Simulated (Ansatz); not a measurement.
FH3MoN2O, SMILES [NH]=[Mo](=[NH])([OH])[F], multiplicity 1.

Geometry optimised at PBE-D3(BJ)/def2-SVP. The multiplicity is an assumed one; no other spin state was optimised. The structure was generated by enumeration; whether it is a known compound was not checked. The def2 effective core potentials stand for the cores of Mo; spin–orbit coupling is left out. One conformer was computed; it need not be the lowest.

Two levels are set side by side: PBE/def2-SVPD (Ansatz, a quantum-chemistry and plane-wave program) and PBE0/def2-SVPD (Ansatz). Energy differences of separate SCF runs at the same geometry; the states with an electron removed or added have multiplicity 2 and 2. Differences are taken from unrounded values.

```csv
quantity,PBE
vertical ionisation energy (eV),9.89
vertical singlet–triplet gap (eV),3.87
```

Q: These are the PBE values. What does PBE0 give? (The exact figures need the calculation; the answer reports its results.)

A: 
```tsv
quantity	PBE0	PBE minus PBE0
vertical ionisation energy (eV)	10.11	-0.22
vertical singlet–triplet gap (eV)	3.62	0.25
```
